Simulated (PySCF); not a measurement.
# Two-component Hartree-Fock for Ne (neon, neutral)

Start: [Ne]. Calculated with PySCF 2.14 in x2c-QZVPPall-2c: generalised Hartree-Fock with the X2C-1e Hamiltonian and a Gaussian nucleus; one run each with spin-orbit coupling (SO) switched off, then screened by Boettger's factors.

```tsv
spinor shell	electrons	ε, spin-free (eV)	ε, screened SO (eV)	weight of nominal j (screened SO)	rms radius, screened SO (bohr)
1s1/2	2	-892.85	-892.85	1.000	0.183
2s1/2	2	-52.668	-52.668	1.000	0.982
2p1/2	2	-23.122	-23.207	1.000	1.11
```

Q: Where does 2p3/2 lie, and what is the 2p spin-orbit splitting (screened SO)?

A: At -23.080 eV, 0.127 eV above 2p1/2.

```json
{"quantity": "E (hartree)", "spin-free": "-128.68449", "screened SO": "-128.68450"}
{"quantity": "M_J", "spin-free": "0", "screened SO": "0"}
{"quantity": "⟨J²⟩", "spin-free": "0.000", "screened SO": "0.000"}
{"quantity": "⟨L²⟩", "spin-free": "0.000", "screened SO": "0.000"}
{"quantity": "⟨S²⟩", "spin-free": "0.000", "screened SO": "0.000"}
```

Without spin-orbit coupling the j labels of p, d and f shells carry no meaning; the spin-free column gives the mean over the occupied spinors of each nl shell.
